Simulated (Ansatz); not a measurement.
```yaml
crystal:
  periodic: [false, false, false]
  atoms:
    - {symbol: F, position_ang: [1.185377, -0.904880, -1.540497]}
    - {symbol: B, position_ang: [0.718795, 0.148659, -0.883251]}
    - {symbol: Al, position_ang: [-0.580280, -0.132854, 0.822849]}
    - {symbol: F, position_ang: [-2.192553, 0.149712, 0.571616]}
    - {symbol: H, position_ang: [1.082783, 1.215056, -1.315847]}
    - {symbol: H, position_ang: [-0.172022, -0.539792, 2.298930]}
basis:
  gaussian: {orbitals: pcseg-2}
magnetization: {spin_polarized: true, initial_magnetization: 0}
hamiltonian: {xc: {name: CAM-B3LYP}}
scf: {lower_state_search: off}
output: {forces: true}
```

```sh
$ ansatz run in.yaml --threads 2 --pin off --events-out ev --progress --plain --max-ram 4352MiB
```

It prints (some lines left out):

```
Functional definition: CAM-B3LYP
855 factors; their error is unknown
199 factors; integrals over basis functions are off by at most 5.0e-5 eV
mean field evaluation 1: about -12740.0983 eV, gradient 3.4e1 eV
mean field evaluation 2: about -12736.9078 eV, gradient 5.0e1 eV
mean field evaluation 4: about -12743.4971 eV, gradient 1.2e0 eV
mean field evaluation 8: about -12743.5121 eV, gradient 2.9e-2 eV
mean field evaluation 16: about -12743.5121 eV, gradient 4.2e-5 eV
mean field -12743.51205781 eV, -468.3154302618 hartree, gradient 2.3e-6 eV, S^2 0.000000; 0 other end points of the search recorded, 0 dependent functions left out
reference -12743.51218956 eV, -468.3154351037 hartree; 19, 19 occupied and 133, 133 virtual orbitals, 855 factors
Total energy: -12743.51218956 eV, -468.3154351037 hartree
Atom 0 at     1.185377    -0.904880    -1.540497 Å, force    -0.023375     0.061477     0.034920 eV/Å
Atom 1 at     0.718795     0.148659    -0.883251 Å, force    -0.008157     0.079996     0.014355 eV/Å
Atom 2 at    -0.580280    -0.132854     0.822849 Å, force    -0.022824    -0.007241     0.041060 eV/Å
Atom 3 at    -2.192553     0.149712     0.571616 Å, force     0.144600    -0.024319     0.021689 eV/Å
Atom 4 at     1.082783     1.215056    -1.315847 Å, force    -0.045283    -0.153758     0.050774 eV/Å
Atom 5 at    -0.172022    -0.539792     2.298930 Å, force    -0.044960     0.043845    -0.162798 eV/Å
Dipole moment:     0.286061     0.073338     0.061627 e Å
Checks for a lower state left out: stability, starts, cluster_reference, orbital_swaps, neighbouring_geometries, increment
```

Run time 2.6 s (2 threads of an Arm Neoverse V2 on a shared host); peak host memory 0.33 GiB.
